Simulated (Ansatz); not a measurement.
A nudged elastic band was laid between two geometries of CH₇NOSi₂ (12 atoms, charge 0, multiplicity 1).

All numbers below come from RKS PBE0/6-31G (Ansatz 0.2.0).

| Quantity | Value |
| --- | --- |
| movable images | 5 |
| climbing image | yes |
| spring | 5.0 eV/Å² |
| optimiser | quadratic models (default) |
| start path | IDPP |
| force threshold | 0.05 eV/Å |
| iteration limit | 60 |
| end points | relaxed |

First end point:

```xyz
12
Properties=species:S:1:pos:R:3
N -0.587 -0.693 2.372
C 0.075 -0.698 1.149
O -0.504 -1.544 -0.001
Si -0.538 0.217 -0.381
Si 0.850 0.994 -2.098
H -0.399 -1.449 3.013
H -1.524 -0.327 2.416
H 1.141 -0.893 1.236
H -1.911 0.823 -0.283
H 0.883 2.497 -2.063
H 2.239 0.467 -1.883
H 0.353 0.551 -3.445
```

Last end point:

```xyz
12
Properties=species:S:1:pos:R:3
N -0.588 -0.678 2.375
C 0.078 -0.686 1.155
O -0.489 -1.548 0.011
Si -0.540 0.208 -0.384
Si 0.846 0.983 -2.103
H -1.530 -0.322 2.412
H -0.393 -1.426 3.023
H 1.146 -0.870 1.246
H -1.919 0.803 -0.295
H 0.889 2.486 -2.062
H 2.232 0.445 -1.891
H 0.346 0.549 -3.453
```

Q: Which bonds break or form, and what moves?

A: No bond is made or broken. The dihedral H7–N1–C2–Si4 goes from 12 to 158°. The two ends are copies of one structure, up to a mirror image or an exchange of like atoms.

Q: Give the energies along the band, and the barrier.

A: The forces met the threshold. The highest image is number 2 of 0 to 6, 0.185 eV above the ends, which have the same energy within 2 meV. A vibrational analysis at the climbing image gives one clearly imaginary mode, 285i cm⁻¹: a first-order saddle point. Limits of this set-up: no polarisation functions.

```tsv
image	path coordinate (Å)	energy (eV)	dihedral H7–N1–C2–Si4 (°)
0	0.00	0.000	12
1	0.75	0.087	-21
2	1.50	0.185	-62
3	2.14	0.124	-89
4	2.77	0.070	-125
5	3.41	0.040	-175
6	4.05	0.000	158
```

Q: What is the geometry of the highest image?

A: 
```xyz
12
Properties=species:S:1:pos:R:3
N -0.587 -0.789 2.387
C 0.178 -0.632 1.216
O -0.271 -1.475 0.096
Si -0.517 0.281 -0.320
Si 0.782 0.932 -2.152
H -1.128 -1.635 2.463
H -0.905 0.012 2.903
H 1.263 -0.656 1.328
H -1.967 0.662 -0.256
H 0.685 2.422 -2.334
H 2.211 0.563 -1.879
H 0.333 0.259 -3.418
```

Q: What are the harmonic wavenumbers there?

A: 285i, 80, 102, 120, 258, 322, 427, 450, 515, 527, 552, 657, 669, 747, 843, 909, 918, 937, 1100, 1200, 1254, 1366, 1673, 2176, 2194, 2200, 2212, 3130, 3652, 3792 cm⁻¹.

The band took 8 iterations and roughly 120 core-seconds.

The run took 120 s on 1 thread of AMD EPYC 9R14 (Zen 4) (shared host), peak memory 0.17 GiB.
